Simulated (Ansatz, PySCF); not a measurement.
Gas-phase reaction (SMILES): OCO -> [O-]CO + H+; deprotonation at the site shown.

Structures are relaxed separately at B3LYP-D3(BJ)/def2-TZVP in Ansatz (a program for electronic structure), one conformer each, not searched for the lowest. Cores are frozen in the correlated levels unless marked. Spin-orbit coupling is left out. Non-relativistic. CBS(X,Y): correlation extrapolated as X^-3; Hartree-Fock from the larger set. [CCSD(T)-MP2]/basis is that difference in the basis named. Anions need diffuse functions, of which def2-TZVPD holds fewer than the aug- sets. Thermal terms are rigid-rotor harmonic-oscillator values from B3LYP-D3(BJ) frequencies (PySCF) at 298.15 K and 1 atm. 1 Eh = 627.5095 kcal/mol. The proton has no electrons: its energy is zero and its thermal terms are those of translation.

| species | E, RI-MP2/CBS(aug-cc-pVTZ,aug-cc-pVQZ)+[CCSD(T)-MP2]/aug-cc-pVTZ (Ansatz) (Eh) | E, PBE/def2-TZVPD (Ansatz) (Eh) | H - E (Eh) | G - E (Eh) |
|---|---|---|---|---|
| OCO | -190.79404 | -190.82519 | 0.06178 | 0.03278 |
| [O-]CO | -190.19505 | -190.23727 | 0.04584 | 0.01626 |
| H+ | 0.00000 | 0.00000 | 0.00236 | -0.01000 |

Problem. Work out ΔE and ΔH, ΔG, ΔS and the equilibrium constant at 298.15 K at the first level, then ΔH at the second.

Solution. 
1. ΔE = [(-190.19505) + (0.00000)] - [(-190.79404)] = 0.59899 Eh = 375.9 kcal/mol at RI-MP2/CBS(aug-cc-pVTZ,aug-cc-pVQZ)+[CCSD(T)-MP2]/aug-cc-pVTZ.
2. The terms H - E add up to -0.01358 Eh, so ΔH = (0.59899 + (-0.01358))×627.5095 = 367.4 kcal/mol.
3. The terms G - E add up to -0.02652 Eh, so ΔG = 359.2 kcal/mol, and ΔS = (-0.01358 - (-0.02652))×627509.5/298.15 = 27.2 cal/(mol K).
4. log10 K = -ΔG/(RT ln 10) = -263.3, with RT ln 10 = 1.3642 kcal/mol.
5. At PBE/def2-TZVPD the same steps give ΔE = 368.9 and ΔH = 360.4 kcal/mol, a shift of -7.0 from the first level.
6. These values are not checked against measurement here, since the tables used lack a sound gas-phase enthalpy of formation for at least one species, or one in the same ion convention.
